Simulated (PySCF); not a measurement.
Ce(IV) with different ligands

Computed with PySCF 2.14.0, PBE0, def2-SVP on the ligands, density fitting, scalar-relativistic core potentials, no spin-orbit coupling, vacuum. The metal has def2-SVP with ECP28. Each complex is relaxed within the symmetry of a template of the same shape. Distances are means of the shortest metal–ligand contacts, charges and spins Mulliken's; removal energies are rigid, with the ligand's formal charge and no counterpoise, so too large; for an anion taken off a cation in vacuum most of it is the attraction of opposite charges, and multiply charged cations can part far more cheaply with an electron moved from ligand to metal.

```
     complex  point group  M–first ligand (Å)  charge on M (e)  HOMO–LUMO gap (eV)  removal of one first-named ligand (eV)  strongest infrared band, degenerate modes summed (cm⁻¹)  unstable modes (below −25 cm⁻¹)
    [CeH2]2+          D∞h               1.867             1.78                4.16                                   23.88                                                     1610                                0
    [CeF2]2+          D∞h               1.866             1.97                6.25                                   26.46                                                      755                                0
 [Ce(OH)2]2+          C2v               1.896             1.79                5.51                                   26.37                                                     3569                                0
[Ce(NH2)2]2+          C2v               2.026             1.63                4.05                                   25.02                                                        –                                2
   [CeCl2]2+          C2v               2.329             1.58                3.97                                   22.28                                                        –                         1 (soft)
```

Problem. What does the calculation give for [Ce(SH)2]2+?

Solution. point group: C2, M–first ligand (Å): 2.448, charge on M (e): 1.40, HOMO–LUMO gap (eV): 3.46, removal of one first-named ligand (eV): 21.40, strongest infrared band, degenerate modes summed (cm⁻¹): 2605, unstable modes (below −25 cm⁻¹): 0.
```xyz
5

Ce    0.0000    0.0000   -0.1825
S     2.3068    0.2344    0.6036
H     3.1454   -0.4946   -0.1927
S    -2.3068   -0.2344    0.6036
H    -3.1454    0.4946   -0.1927
```

Members with unstable modes aren't minima as they stand: saddle points kept by symmetry or, where the modes are soft, flat surfaces and noise. One start shape was tried for each, so a minimum needn't be the lowest isomer.
